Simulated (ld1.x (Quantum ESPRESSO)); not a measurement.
PBEsol ultrasoft dataset for C, scalar-relativistic all-electron reference.

The input file (ld1.x (Quantum ESPRESSO) 7.5):

```
&input
   title='C', zed=6., rel=1, dft='PBESOL', iswitch=3,
   config='[He] 2s1.5 2p2.5 3d-2',
   nld=3, rlderiv=2.15, eminld=-3.0, emaxld=5.0, deld=0.02
 /
 &inputp
   pseudotype=3, tm=.true., lloc=-1, rcloc=1.80,
   nlcc=.false.,
   which_augfun='PSQ', rmatch_augfun=0.85,
   file_pseudopw='C.UPF', file_wfcaegen='ae.wfc', file_wfcncgen='nc.wfc', file_beta='beta', file_chi='chi', file_wfcusgen='us.wfc'
 /
6
2S  1  0   1.50   0.00  1.10  1.30  0.0
2S  1  0   0.00   1.85  1.10  1.30  0.0
2P  2  1   2.50   0.00  1.50  1.95  0.0
2P  2  1   0.00  -0.10  1.50  1.95  0.0
3D  3  2  -2.00   0.05  1.35  1.60  0.0
3D  3  2  -2.00   2.80  1.35  1.60  0.0
 &test
   configts(1)='2s1.5 2p2.5'
 /
```

Command:

```bash
ld1.x < C.in > C.out
```

Resulting log (shortened: banner, matrices, multipoles, cross overlaps and the repeated all-electron block are left out):

```
Program LD1 v.7.5
     --------------------------- All-electron run ----------------------------

     C
     scalar relativistic calculation

     atomic number is  6.00
     dft =PBESOL   lsd =0 sic =0 latt =0  beta=0.20 tr2=1.0E-14
     Exchange-correlation= PBESOL
                           (   1   4  10   8   0   0   0)
     mesh =1073 r(mesh) = 100.30751 a.u. xmin = -7.00 dx = 0.01250
     1 Ry =  13.60569312 eV, c = 137.03599908

     n l     nl                  e(Ry)          e(Ha)          e(eV)
     1 0     1S 1( 2.00)       -20.0306       -10.0153      -272.5304
     2 0     2S 1( 1.50)        -1.0205        -0.5102       -13.8844
     2 1     2P 1( 2.50)        -0.4011        -0.2006        -5.4575

     final scf error:  4.7E-15 reached in  19 iterations

     Etot =     -74.877427 Ry,     -37.438713 Ha,   -1018.759289 eV

     Ekin =      74.631617 Ry,      37.315808 Ha,    1015.414875 eV
     Encl =    -174.932499 Ry,     -87.466250 Ha,   -2380.077899 eV
     Eh   =      35.157358 Ry,      17.578679 Ha,     478.340229 eV
     Exc  =      -9.733903 Ry,      -4.866951 Ha,    -132.436493 eV

     normalization and overlap integrals

     s(1S/1S) =  1.000000  <r> =   0.2713  <r2> =    0.0997  r(max) =   0.1752
     s(2S/2S) =  1.000000  <r> =   1.5731  <r2> =    2.9948  r(max) =   1.2162
     s(2P/2P) =  1.000000  <r> =   1.7870  <r2> =    4.1800  r(max) =   1.2011

     ------------------------ End of All-electron run ------------------------

     --------------------- Generating US pseudopotential ---------------------

      Generating local potential from pseudized AE potential:
      Matching radius rcloc =   1.8000

      Local pseudo, rcloc= 1.792 Estimated cut-off energy=     7.56 Ry
      Wfc-us  2S rcutus= 1.295  Estimated cut-off energy=    26.87 Ry
      Wfc-us  2S rcutus= 1.295  Estimated cut-off energy=    34.10 Ry
      Wfc-us  2P rcutus= 1.931  Estimated cut-off energy=    20.89 Ry
      Wfc-us  2P rcutus= 1.931  Estimated cut-off energy=    22.28 Ry
      Wfc-us  3D rcutus= 1.581  Estimated cut-off energy=    40.70 Ry
      Wfc-us  3D rcutus= 1.581  Estimated cut-off energy=    43.71 Ry

     Q pseudized with Bessel functions
     Expected ecutrho=     705.5530 due to l1=  2   l2=  2

     ------------------- End of pseudopotential generation -------------------

     Computing logarithmic derivative in   2.14794
     Computing logarithmic derivative in   2.14794
     Computing the partial wave expansion
     R is outside the sphere for l=    0 j= 0.00
     R is outside the sphere for l=    0 j= 0.00
     R is outside the sphere for l=    1 j= 0.00
     R is outside the sphere for l=    1 j= 0.00
     R is outside the sphere for l=    2 j= 0.00
     R is outside the sphere for l=    2 j= 0.00

     ---------------------- Testing the pseudopotential ----------------------

     C
     scalar relativistic calculation

     atomic number is  6.00   valence charge is  4.00
     dft =PBESOL   lsd =0 sic =0 latt =0  beta=0.20 tr2=1.0E-14
     mesh =1073 r(mesh) = 100.30751 xmin = -7.00 dx = 0.01250

     n l     nl             e AE (Ry)        e PS (Ry)    De AE-PS (Ry)
     1 0     2S   1( 1.50)       -1.02048       -1.02048        0.00000
     2 1     2P   1( 2.50)       -0.40112       -0.40112        0.00000

     eps = 5.6E-15  iter =  3

     Etot =     -74.877427 Ry,     -37.438713 Ha,   -1018.759289 eV
     Etotps =   -10.374896 Ry,      -5.187448 Ha,    -141.157645 eV

     Ekin =       5.070596 Ry,       2.535298 Ha,      68.988969 eV
     Encl =     -21.822727 Ry,     -10.911364 Ha,    -296.913329 eV
     Ehrt =       8.663144 Ry,       4.331572 Ha,     117.868080 eV
     Ecxc =      -2.735501 Ry,      -1.367751 Ha,     -37.218389 eV
     Epseu=       0.449593 Ry,       0.224796 Ha,       6.117023 eV

     ---------------------- End of pseudopotential test ----------------------
```

Generation and configuration tests took about 2.1 s on one core of a shared server CPU.

Transferability test of the new file with ld1.x, input:

```
&input
   title='C', zed=6., rel=1, dft='PBESOL', iswitch=2,
   config='[He] 2s1.5 2p2.5 3d-2'
 /
 &test
   file_pseudo='C.UPF', nconf=8,
   configts(1)='2s1.5 2p2.5',
   configts(2)='2s2 2p2',
   configts(3)='2s2 2p1',
   configts(4)='2s2 2p0',
   configts(5)='2s2 2p1.5',
   configts(6)='2s1 2p3',
   configts(7)='2s2 2p2.3',
   configts(8)='2s0 2p4'
 /
```

```bash
ld1.x < C.test.in > C.test.out
```

Pseudopotential blocks of its output, shortened (energy terms left out):

```
     ---------------------- Testing the pseudopotential ----------------------

     n l     nl             e AE (Ry)        e PS (Ry)    De AE-PS (Ry)
     1 0     2S   1( 1.50)       -1.02048       -1.02048        0.00000
     2 1     2P   1( 2.50)       -0.40112       -0.40112        0.00000

     eps = 3.2E-15  iter =  3

     Etot =     -74.877427 Ry,     -37.438713 Ha,   -1018.759289 eV
     Etotps =   -10.374896 Ry,      -5.187448 Ha,    -141.157645 eV

     ---------------------- End of pseudopotential test ----------------------

          ---------------------- Testing the pseudopotential ----------------------

     n l     nl             e AE (Ry)        e PS (Ry)    De AE-PS (Ry)
     1 0     2S   1( 2.00)       -1.00312       -1.00323        0.00010
     2 1     2P   1( 2.00)       -0.38465       -0.38447       -0.00019

     eps = 8.9E-15  iter =  7

     Etot =     -75.186895 Ry,     -37.593447 Ha,   -1022.969814 eV
     Etotps =   -10.684424 Ry,      -5.342212 Ha,    -145.368988 eV
     dEtot_ae =      -0.309468 Ry
     dEtot_ps =      -0.309528 Ry,   Delta E=       0.000060 Ry

     ---------------------- End of pseudopotential test ----------------------

          ---------------------- Testing the pseudopotential ----------------------

     n l     nl             e AE (Ry)        e PS (Ry)    De AE-PS (Ry)
     1 0     2S   1( 2.00)       -1.88303       -1.88330        0.00027
     2 1     2P   1( 1.00)       -1.24262       -1.24116       -0.00146

     eps = 1.7E-15  iter =  8

     Etot =     -74.393944 Ry,     -37.196972 Ha,   -1012.181172 eV
     Etotps =    -9.892039 Ry,      -4.946019 Ha,    -134.588041 eV
     dEtot_ae =       0.483483 Ry
     dEtot_ps =       0.482857 Ry,   Delta E=       0.000626 Ry

     ---------------------- End of pseudopotential test ----------------------

          ---------------------- Testing the pseudopotential ----------------------

     n l     nl             e AE (Ry)        e PS (Ry)    De AE-PS (Ry)
     1 0     2S   1( 2.00)       -2.95303       -2.94840       -0.00463
     2 1     2P   1( 0.00)       -2.32081       -2.30319       -0.01762  !

     eps = 4.1E-15  iter = 11

     Etot =     -72.628609 Ry,     -36.314305 Ha,    -988.162571 eV
     Etotps =    -8.133213 Ry,      -4.066607 Ha,    -110.658004 eV
     dEtot_ae =       2.248817 Ry
     dEtot_ps =       2.241682 Ry,   Delta E=       0.007135 Ry

     ---------------------- End of pseudopotential test ----------------------

          ---------------------- Testing the pseudopotential ----------------------

     n l     nl             e AE (Ry)        e PS (Ry)    De AE-PS (Ry)
     1 0     2S   1( 2.00)       -1.41543       -1.41566        0.00023
     2 1     2P   1( 1.50)       -0.78268       -0.78221       -0.00046

     eps = 2.6E-15  iter =  8

     Etot =     -74.897854 Ry,     -37.448927 Ha,   -1019.037222 eV
     Etotps =   -10.395530 Ry,      -5.197765 Ha,    -141.438386 eV
     dEtot_ae =      -0.020428 Ry
     dEtot_ps =      -0.020634 Ry,   Delta E=       0.000206 Ry

     ---------------------- End of pseudopotential test ----------------------

          ---------------------- Testing the pseudopotential ----------------------

     n l     nl             e AE (Ry)        e PS (Ry)    De AE-PS (Ry)
     1 0     2S   1( 1.00)       -1.03670       -1.03666       -0.00004
     2 1     2P   1( 3.00)       -0.41657       -0.41670        0.00013

     eps = 6.6E-15  iter =  7

     Etot =     -74.567546 Ry,     -37.283773 Ha,   -1014.543147 eV
     Etotps =   -10.065059 Ry,      -5.032529 Ha,    -136.942101 eV
     dEtot_ae =       0.309881 Ry
     dEtot_ps =       0.309837 Ry,   Delta E=       0.000044 Ry

     ---------------------- End of pseudopotential test ----------------------

          ---------------------- Testing the pseudopotential ----------------------

     n l     nl             e AE (Ry)        e PS (Ry)    De AE-PS (Ry)
     1 0     2S   1( 2.00)       -0.78843       -0.78850        0.00008
     2 1     2P   1( 2.30)       -0.18085       -0.18075       -0.00010

     eps = 3.5E-15  iter =  6

     Etot =     -75.270981 Ry,     -37.635490 Ha,   -1024.113863 eV
     Etotps =   -10.768470 Ry,      -5.384235 Ha,    -146.512501 eV
     dEtot_ae =      -0.393554 Ry
     dEtot_ps =      -0.393575 Ry,   Delta E=       0.000021 Ry

     ---------------------- End of pseudopotential test ----------------------

          ---------------------- Testing the pseudopotential ----------------------

     n l     nl             e AE (Ry)        e PS (Ry)    De AE-PS (Ry)
     1 0     2S   1( 0.00)       -1.06630       -1.06536       -0.00094
     2 1     2P   1( 4.00)       -0.44496       -0.44528        0.00032

     eps = 5.3E-16  iter =  7

     Etot =     -73.946776 Ry,     -36.973388 Ha,   -1006.097138 eV
     Etotps =    -9.444883 Ry,      -4.722442 Ha,    -128.504183 eV
     dEtot_ae =       0.930651 Ry
     dEtot_ps =       0.930012 Ry,   Delta E=       0.000639 Ry

     ---------------------- End of pseudopotential test ----------------------
```
